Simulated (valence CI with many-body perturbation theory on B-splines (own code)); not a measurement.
**E1 transitions of La**

Method: configuration interaction combined with many-body perturbation theory (CI+MBPT): three valence electrons over a frozen Dirac-Fock core [Xe], a basis of 7 s, 7 p, 7 d, 7 f, 4 g, 2 h functions for each j, with the one-electron correlation potential Σ1, the two-electron term Σ2, the three-electron term Σ3, Breit, model QED; selected CI, second order for the rest, scaled by the run's own slope (own B-spline code, finite nucleus).

Against 62 measured levels this calculation errs by 609 cm⁻¹ on average and by 1408 at most. These come from a selection out of the NIST Handbook of Basic Atomic Spectroscopic Data. Levels without a partner in it may be off by more, other configurations by several thousand cm⁻¹. 6 measured levels below the end of the list, from 15197 cm⁻¹ on, found no clear computed partner.

Lines 1 to 50 of 566 in falling wavelength, among levels below 34338 cm⁻¹, chosen from the strongest by gf and those to the six lowest levels. Wavelengths and rates use the calculated energies, so an error of 600 cm⁻¹ moves a line at 15230 Å by 9.1 % and its rate by three times that or more. Electric multipoles are in the length gauge, E1 and E2 with the static RPA response of the core. Weak lines are less certain than strong ones. Lines between different terms over intervals too small for the method are left out, as are lines whose strength nearly cancels and 6 of this kind that miss the measured wavelength by over 7 %. Where a level lies close to another of its J and parity, the split of strength between their lines is uncertain. The highest levels of a list are the least certain.

Names give the largest LS component (configuration and term), which can be under half, so a name can repeat, a term be missing and a line seem to break the LS rules; names also repeat where a configuration has a term twice. Letters in brackets count levels of one name in rising energy.

```
λ vac (Å)                 Upper                 Lower   A (s⁻¹)  S (a.u.) with core polarisation  S without
    24970        5d2 7p 4D°_5/2         5d2 7s 2F_5/2  5.56e+05                         2.57e+01   2.58e+01
    24960    5d2 7p 4G°_5/2 [b]         5d2 7s 4F_3/2  3.19e+05                         1.47e+01   1.47e+01
    24910        5d2 7p 2D°_3/2         5d2 7s 2F_5/2  2.24e+06                         6.84e+01   6.92e+01
    24710        5d2 7p 4D°_5/2       4f 6s 6p 4G_5/2  4.09e+05                         1.83e+01   1.84e+01
    24650    5d2 7p 4F°_5/2 [a]       4f 6s 6p 4F_5/2  6.18e+05                         2.74e+01   2.74e+01
    24490    5d2 7p 4F°_5/2 [a]         5d2 7s 4F_5/2  1.45e+06                         6.33e+01   6.36e+01
    24390    5d2 7p 4F°_3/2 [b]         5d2 7s 4F_3/2  1.43e+06                         4.10e+01   4.12e+01
    24380        5d2 7p 4D°_5/2         5d2 7s 4F_7/2  2.67e+06                         1.15e+02   1.15e+02
    23720    5d2 7p 4F°_5/2 [a]         5d2 7s 4F_3/2  2.41e+06                         9.51e+01   9.55e+01
    23690        5d2 7p 4D°_5/2   5d 6s 7s 4D_5/2 [a]  3.42e+05                         1.35e+01   1.36e+01
    23620        5d2 7p 4D°_3/2       4f 6s 6p 4F_5/2  5.44e+05                         1.42e+01   1.44e+01
    23480        5d2 7p 4D°_3/2         5d2 7s 4F_5/2  1.49e+06                         3.81e+01   3.84e+01
    23450         5d2 6d 2H_9/2  4f 5d 6s 2G°_7/2 [b]  1.02e+06                         6.49e+01   6.51e+01
    23400        5d2 7p 4D°_1/2         5d2 7s 4F_3/2  4.78e+06                         6.05e+01   6.10e+01
    23290       5d 6s 7s 2D_5/2    5d2 6p 2D°_5/2 [c]  3.68e+05                         1.38e+01   1.37e+01
    23250        5d2 7p 4G°_7/2       4f 6s 6p 4F_5/2  1.26e+06                         6.27e+01   6.33e+01
    23110        5d2 7p 4G°_7/2         5d2 7s 4F_5/2  2.71e+06                         1.32e+02   1.32e+02
    22900     5d2 6d 4H_7/2 [a]      4f 5d 6s 4G°_5/2  3.83e+05                         1.82e+01   1.79e+01
    22770        5d2 7p 4D°_3/2         5d2 7s 4F_3/2  6.99e+05                         1.63e+01   1.64e+01
    22760        5d2 6d 4G_11/2     4f 5d 6s 4G°_11/2  3.47e+05                         2.42e+01   2.45e+01
    22560         5d2 6d 4H_9/2      4f 5d 6s 4G°_7/2  5.67e+05                         3.21e+01   3.19e+01
    22390         5d2 6d 4G_9/2      4f 5d 6s 4G°_9/2  2.75e+05                         1.52e+01   1.55e+01
    22360        5d2 6d 4H_11/2      4f 5d 6s 4G°_9/2  5.75e+05                         3.81e+01   3.77e+01
    22340    5d2 6p 2G°_9/2 [a]           5d3 2H_11/2  5.92e+05                         3.26e+01   3.52e+01
    21500    5d2 6p 2F°_5/2 [b]            5d3 2G_7/2  3.53e+05                         1.04e+01   1.12e+01
    21210    5d2 6p 2G°_7/2 [a]            5d3 2G_9/2  5.32e+05                         2.00e+01   2.15e+01
    21010         5d2 7s 4F_9/2      4f 5d 6s 4F°_9/2  3.54e+05                         1.62e+01   1.67e+01
    17180     5d2 6d 4D_5/2 [b]    5d2 6p 2D°_3/2 [c]  6.29e+05                         9.45e+00   9.43e+00
    17160     5d2 6d 2P_1/2 [b]    5d2 6p 2D°_3/2 [c]  1.76e+06                         8.80e+00   8.94e+00
    16560       5d 6s 6d 2F_5/2    5d2 6p 2D°_3/2 [c]  1.01e+06                         1.36e+01   1.32e+01
    16400       4f 6s 6p 4G_5/2      4f 5d 6s 4H°_7/2  5.54e+05                         7.24e+00   7.93e+00
    15730       4f 6s 6p 2F_7/2  4f 5d 6s 2G°_9/2 [a]  5.87e+05                         9.03e+00   1.03e+01
    15380         5d2 6d 4D_7/2  4f 5d 6s 2F°_5/2 [a]  9.63e+05                         1.38e+01   1.42e+01
    15230    5d2 6p 4D°_7/2 [a]            5d3 4P_5/2  6.30e+05                         8.78e+00   9.20e+00
    14990       4f 6s 6p 4G_9/2     4f 5d 6s 4H°_11/2  1.45e+06                         2.41e+01   2.63e+01
    14720      5f 6s 6p 4G_11/2     4f 5d 6s 4H°_13/2  2.11e+06                         3.99e+01   4.32e+01
    14550       4f 6s 6p 4G_7/2      4f 5d 6s 4H°_9/2  9.33e+05                         1.13e+01   1.24e+01
    14510   5d 6s 7s 4D_5/2 [b]      4f 5d 6s 4H°_7/2  7.20e+05                         6.51e+00   7.22e+00
    13250         5d2 6d 4G_7/2      4f 5d 6s 4F°_5/2  6.57e+05                         6.04e+00   6.06e+00
    13240       4f 6s 6p 2G_9/2       5d2 6p 2H°_11/2  6.42e+05                         7.35e+00   7.76e+00
    12980         5d2 7s 4F_3/2    5d2 6p 4D°_1/2 [a]  2.05e+06                         8.84e+00   8.73e+00
    12780        5d2 6p 2H°_9/2            5d3 2H_9/2  6.85e+05                         7.05e+00   7.86e+00
    12710       5d 6s 7s 2D_3/2  5d 6s 6p 2F°_5/2 [a]  1.81e+06                         7.31e+00   7.34e+00
    12640         5d2 6d 4G_9/2      4f 5d 6s 4F°_7/2  7.41e+05                         7.39e+00   7.47e+00
    12600        5d2 6d 4G_11/2      4f 5d 6s 4F°_9/2  9.06e+05                         1.07e+01   1.08e+01
    12410  4f 5d 6s 2D°_3/2 [b]            5d3 2F_5/2  1.78e+06                         6.73e+00   7.11e+00
    12330   5d 6s 7s 4D_5/2 [a]    5d2 6p 4D°_5/2 [a]  1.25e+06                         6.96e+00   7.04e+00
    12310        5d2 6p 4S°_3/2            5d3 4P_5/2  1.90e+06                         7.00e+00   7.58e+00
    12220        5d2 6p 4F°_3/2            5d3 4F_3/2  2.41e+06                         8.68e+00   9.40e+00
    12150         5d2 7s 4F_7/2    5d2 6p 4D°_5/2 [a]  3.26e+06                         2.31e+01   2.27e+01
```
